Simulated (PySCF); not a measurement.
FeCl4, SMILES [Cl][Fe-]([Cl])([Cl])[Cl] (connectivity only; charge and spin as stated), charge -1, multiplicity 6. Geometry: B3LYP-D3(BJ)/def2-SVPD. The multiplicity is an assumed one; no other spin state was optimised. The isomer is the one that the SMILES or the coordinates give; other isomers of the formula were not compared.

Computed with B3LYP-D3(BJ)/def2-SVPD (PySCF).

Harmonic wavenumbers (cm⁻¹): 94, 94, 122, 122, 122, 305, 362, 362, 362. Rotational constants (GHz): 1.059, 1.059, 1.059; symmetry number 3.

Task: Work out the zero-point energy and the ideal-gas rigid-rotor harmonic-oscillator thermochemistry at 298.15 K and 1 atm.

Result: ZPE = ½ Σ hcν = ½ × 1948 cm⁻¹ = 11.65 kJ/mol. H − E(el) = 34.76 kJ/mol. Entropy in J/(mol K): translation 174.68, rotation 116.31, vibration 88.07, spin 14.90, total 393.96. G − E(el) = -82.70 kJ/mol. Cp = 100.25 J/(mol K). Modes under 150 cm⁻¹ make the vibrational entropy uncertain.
